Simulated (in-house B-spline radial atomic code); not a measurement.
**The bromine ion Br⁷⁺: [Ne] 3s2 3p5 3d10 4d1 (an excited or competing configuration)**

Computed with a radial B-spline atomic code at the basis-set limit: non-relativistic TPSS, spin-polarised, spherical fractional occupations, point nucleus.

Screening seen three ways: the hydrogenic charge with the same mean radius, Z_r = [3n² - l(l+1)]/(2<r>), the one with the same energy, Z_e = n√(-2ε), and Slater's rules. Values are occupation-weighted means over spin.

```csv
shell,electrons,ε (eV),<r> (bohr),Z_r,Z_e,Slater
1s,2,-13248,0.04366,34.36,31.20,34.70
2s,2,-1818.5,0.1934,31.03,23.12,30.85
2p,6,-1651.4,0.167,29.95,22.03,30.85
3s,2,-357.96,0.5547,24.34,15.39,24.10
3p,5,-299.16,0.558,22.40,14.07,24.10
3d,10,-193.97,0.5587,18.79,11.33,14.85
4d,1,-73.639,1.726,12.17,9.31,8.00
```

The least bound orbital is 4d up at -73.64 eV, and it is also the most diffuse (<r> = 1.726 bohr). The part-filled 3p shell lies below the filled 3d shell in orbital energy.
